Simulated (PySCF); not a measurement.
A side-by-side comparison of computed properties.

First species: C7H9Cl.
SMILES: `C1(=C[C@H]2C[C@@H]1CC2)Cl`

Second species: C₇H₆F₂O.
SMILES: `FC(F)Oc1ccccc1`

Levels: PBE0/def2-SVPD for HOMO energy, LUMO energy, HOMO–LUMO gap and static isotropic polarisability; TDDFT PBE0/def2-SVPD for lowest singlet excitation; TDA PBE0/def2-SVPD for lowest triplet excitation (Tamm–Dancoff). Geometries: GFN2-xTB. Each structure is a single optimised conformer of the isolated species, non-relativistic unless stated; the electronic structure was computed with PySCF and density fitting.

Dipoles, sizes and rotational constants follow the conformer. The torsions of the flexible species, by atom-mapped SMILES:
- `[F:1][CH:2]([F:3])[O:4][c:5]1[cH:6][cH:7][cH:8][cH:9][cH:10]1`: F1–C2–O4–C5 -162°, C2–O4–C5–C6 162°

The conformers of `ClC1=C[C@@H]2CC[C@H]1C2` aren't listed.

| property | column X | column Y |
| --- | --- | --- |
| HOMO energy | -6.79 eV | -7.32 eV |
| LUMO energy | 0.08 eV | -0.69 eV |
| HOMO–LUMO gap | 6.87 eV | 6.63 eV |
| lowest singlet excitation | 6.18 eV | 5.41 eV |
| lowest triplet excitation (Tamm–Dancoff) | 3.94 eV | 4.12 eV |
| static isotropic polarisability | 87.8 au | 85.2 au |

Task: Which column belongs to which species?

Result: Column X is the first species and column Y the second. The first has 17 atoms and 68 electrons, the second 16 and 74.

Task: How does each property change from the first species to the second?

Result: HOMO energy -0.53 eV; LUMO energy -0.77 eV; HOMO–LUMO gap -0.24 eV; lowest singlet excitation -0.77 eV; lowest triplet excitation (Tamm–Dancoff) +0.18 eV; static isotropic polarisability -2.6 au.

On the first: S1 lies 0.69 eV below the HOMO–LUMO gap; its leading configuration is HOMO→LUMO, weight 0.89. The 6 singlets span 6.18 to 7.32 eV, and their oscillator strengths add up to 0.18.

On the second: No computed singlet falls in the visible range (750 to 380 nm, 1.65 to 3.26 eV); S1 lies 2.15 eV above its blue end. The vertical singlet–triplet gap S1 − T1 is 1.29 eV (TDDFT singlet less Tamm–Dancoff triplet; S1: HOMO→LUMO, weight 0.69; T1: HOMO→LUMO+1, weight 0.53, beside HOMO−1→LUMO, weight 0.36).
